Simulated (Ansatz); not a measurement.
Problem. Name a neutral molecule of C, N, Si and H with LUMO energy (ωB97M-V/def2-TZVPP) between -0.55 and -0.25 eV and size of the dipole moment (PBE/def2-TZVPP) between 2.50 and 2.80 D (Ansatz, PBE0-D4/def2-TZVP geometry).

Solution. `N#C[SiH](C#N)C#N` (-0.30 eV, 2.78 D). Other molecules can fit too; these were computed, each in one conformer that needn't be the lowest.
